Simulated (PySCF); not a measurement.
# The 16-electron isoelectronic series, spin-free X2C

All values are computed (PySCF 2.14, energy differences of UHF-based or UKS calculations, no spin-orbit coupling). Each ion has its own even-tempered basis scaled to its charge (18s12p5d4f for the first); frozen: 1s2. Ionisation energies in eV.

```csv
ion,configuration,UHF,MP2 (outer shells),CCSD (outer shells),CCSD(T) (outer shells),LDA,PBE,PBE0,"NIST (with spin-orbit, Breit and QED)"
In(33+),[Ne] 3s2 3p4 (3P),2119.2,2120.3,2120.2,2120.3,2121.9,2122.4,2122.1,2111 ± 3 (s)
Sn(34+),[Ne] 3s2 3p4 (3P),2237.0,2238.0,2238.0,2238.0,2239.6,2240.2,2239.9,2227 ± 3 (s)
Sb(35+),[Ne] 3s2 3p4 (3P),2358.0,2359.0,2359.0,2359.0,2360.7,2361.3,2360.9,2349 ± 5 (t)
Te(36+),[Ne] 3s2 3p4 (3P),2482.2,2483.3,2483.3,2483.3,2484.9,2485.6,2485.2,2472 ± 5 (t)
I(37+),[Ne] 3s2 3p4 (3P),2609.8,2610.9,2610.9,2610.9,2612.5,2613.2,2612.8,2598 ± 4 (t)
Xe(38+),[Ne] 3s2 3p4 (3P),2740.7,2741.7,2741.7,2741.7,2743.4,2744.1,2743.7,2726 ± 4 (t)
Cs(39+),[Ne] 3s2 3p4 (3P),2874.8,2875.9,2875.9,2875.9,2877.5,2878.3,2877.9,2859 ± 4 (t)
Ba(40+),[Ne] 3s2 3p4 (3P),3012.3,3013.4,3013.4,3013.4,3015.0,3015.8,3015.5,2994 ± 4 (t)
La(41+),[Ne] 3s2 3p4 (3P),3153.2,3154.3,3154.2,3154.2,3155.9,3156.7,3156.3,3133 ± 4 (t)
Ce(42+),[Ne] 3s2 3p4 (3P),3297.3,3298.4,3298.4,3298.4,3300.1,3300.9,3300.5,3274 ± 4 (t)
```

Each ion has its own basis, which adds noise of up to about 0.1 % along the series.

NIST values marked (s) are semi-empirical, (t) theoretical. Open shells are high-spin determinants of the terms that Hund's rules give; for the heavier ions, far from LS coupling, these are not the ground levels.

Spin-orbit coupling of the open shells is absent from the calculated values and included in NIST's; it grows fast with Z.
